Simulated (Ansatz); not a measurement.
Consider the silylene formation by 1,1-elimination: `C[SiH2]Br` → CH₄ + `[SiH]Br`.

Program: Ansatz. Geometries: PBE0-D4/def2-TZVP. ΔE: electronic, gas phase. CCSD(T)/CBS is the MP2 limit (def2-TZVPP, def2-QZVPP) plus CCSD(T) − MP2 in def2-TZVPP, frozen cores. This one scheme is used for every species. DFT in def2-TZVPP. B3LYP here is the variant with VWN-RPA as its local correlation; programs differ in this. HSE06 is defined as in plane-wave codes. For Br outer-core shells are correlated without core-valence functions, which leaves a few kJ/mol of doubt a bond. Scalar relativity is left out up to krypton.

| level | ΔE (eV) | difference from CCSD(T)/CBS |
| --- | --- | --- |
| LDA (SPW92) | 2.18 | 0.18 |
| PBE-D4 | 1.90 | -0.10 |
| revPBE-D4 | 1.86 | -0.14 |
| BLYP-D4 | 1.70 | -0.30 |
| r2SCAN-D4 | 2.12 | 0.12 |
| B97M-V | 1.92 | -0.08 |
| PBE0-D4 | 2.06 | 0.06 |
| B3LYP-D4 | 1.86 | -0.14 |
| r2SCAN0-D4 | 2.18 | 0.18 |
| HSE06-D4 | 2.05 | 0.05 |
| CAM-B3LYP-D4 | 1.99 | -0.01 |
| ωB97X-V | 2.11 | 0.11 |
| ωB97M-V | 1.93 | -0.07 |
| B2PLYP | 1.89 | -0.11 |
| PBE-QIDH | 2.16 | 0.16 |
| PBE | 1.83 | -0.17 |
| revPBE | 1.68 | -0.32 |
| BLYP | 1.55 | -0.45 |
| r2SCAN | 2.10 | 0.10 |
| PBE0 | 2.00 | 0.00 |
| B3LYP | 1.74 | -0.26 |
| r2SCANh | 2.12 | 0.12 |
| r2SCAN0 | 2.16 | 0.16 |
| BHLYP | 1.93 | -0.07 |
| CAM-B3LYP | 1.93 | -0.07 |
| LC-ωPBE | 2.21 | 0.21 |
| HF/def2-SVP | 1.82 | -0.18 |
| MP2/def2-SVP | 2.00 | 0.00 |
| CCSD/def2-SVP | 1.77 | -0.23 |
| HF/def2-TZVPP | 1.88 | -0.12 |
| MP2/def2-TZVPP | 2.12 | 0.12 |
| SCS-MP2/def2-TZVPP | 2.02 | 0.02 |
| CCSD/def2-TZVPP | 1.92 | -0.08 |
| CCSD(T)/def2-TZVPP | 1.93 | -0.07 |
| HF/def2-QZVPP | 1.89 | -0.11 |
| MP2/def2-QZVPP | 2.16 | 0.16 |
| SCS-MP2/def2-QZVPP | 2.06 | 0.06 |
| HF/CBS(def2) | 1.89 | -0.11 |
| MP2/CBS(def2) | 2.19 | 0.19 |
| CCSD/CBS(def2) | 1.99 | -0.01 |
| CCSD(T)/CBS | 2.00 | 0 |

Largest T1 diagnostic among the species: 0.011.

In def2-TZVPP, CCSD(T) changes the Hartree–Fock value by +0.05 eV (the triples alone add +0.01 eV) and MP2 by +0.24 eV. Leaving LDA and LC-ωPBE aside and taking each functional with its dispersion term where it has one, the values spread over 0.48 eV, from BLYP-D4 to r2SCAN0-D4. LDA lies +0.35 eV from PBE without D4.
